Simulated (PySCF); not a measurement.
**Ar(2+) (argon, charge +2): UHF calculation**

Configuration: [Ne] 3s2 3p4, high-spin 3P determinant. Calculation: PySCF 2.14, in aug-cc-pCVTZ-DK; scalar relativity by spin-free X2C-1e.

- Total energy: -527.118983 hartree
- One-electron energy: -712.0573 hartree
- Hartree (Coulomb) energy: 214.5774 hartree
- Exchange energy: -29.6390 hartree
- ⟨S²⟩: 2.0097
- ⟨L²⟩: 2.033
- Sum of ⟨r⟩: 11.80 bohr
- Sum of ⟨r²⟩: 15.66 bohr²
- Traceless quadrupole moment −½Σ⟨3z² − r²⟩ along its main axis: -1.01 e·bohr²
- Langevin diamagnetic susceptibility: -12.4 ×10⁻⁶ cm³/mol

| shell | electrons | mean orbital energy (hartree) | spread (hartree) | rms radius, mean of both spins (bohr) |
| --- | --- | --- | --- | --- |
| 1s α | 1 | -120.23414 | 0 | 0.0991 |
| 1s β | 1 | -120.20007 | 0 | 0.0991 |
| 2s α | 1 | -13.52560 | 0 | 0.446 |
| 2s β | 1 | -13.49483 | 0 | 0.446 |
| 2p α | 3 | -10.70081 | 0.03384 | 0.416 |
| 2p β | 3 | -10.64327 | 0.02813 | 0.416 |
| 3s α | 1 | -2.34880 | 0 | 1.43 |
| 3s β | 1 | -2.05674 | 0 | 1.43 |
| 3p α | 3 | -1.60085 | 0.09446 | 1.59 |
| 3p β | 1 | -1.48567 | 0 | 1.59 |

Densities and radii are taken from the X2C orbitals without a picture-change correction, which distorts them close to the nucleus.

Spin-orbit constants ζ (cm⁻¹) from the X2C one-electron operator on these orbitals: bare nucleus, nucleus screened by l(l+1)(2l+1)/3 electrons, and screened by the Breit-Pauli mean field of the electrons.

```tsv
shell	bare	screened nucleus	mean field
2p	13130	11670	11010
3p	1221	1086	1013
```

To first order the Landé constant is A = -506.6 cm⁻¹, so the lowest level has J = 2 and lies 0.0628 eV below the centre of the term. This holds in LS coupling only.
